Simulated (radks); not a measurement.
The numbers below are computed, except where a source is named.
Problem. Ionisation of the caesium ion Cs2+, [Kr] 4d10 5s2 5p5, to Cs3+, [Kr] 4d10 5s2 5p4, under several functionals. Dirac Kohn-Sham, spin-unpolarised, spherical densities, finite nucleus; open shells are shared between the two j in proportion to 2j + 1; a radial shooting solver on a logarithmic mesh with Libxc functionals. Known Delta-SCF values: B86b exchange with PBE correlation 34.164 eV. What does exchange-only PBE give, and what is its highest occupied eigenvalue?

Solution. 32.987 eV by Delta-SCF; the 5p3/2 eigenvalue is -27.064 eV. NIST: 33.195 eV (semi-empirical).

Beside tabulated values, note that spin-unpolarised runs miss the spin-polarisation part of the exchange energy of open shells.
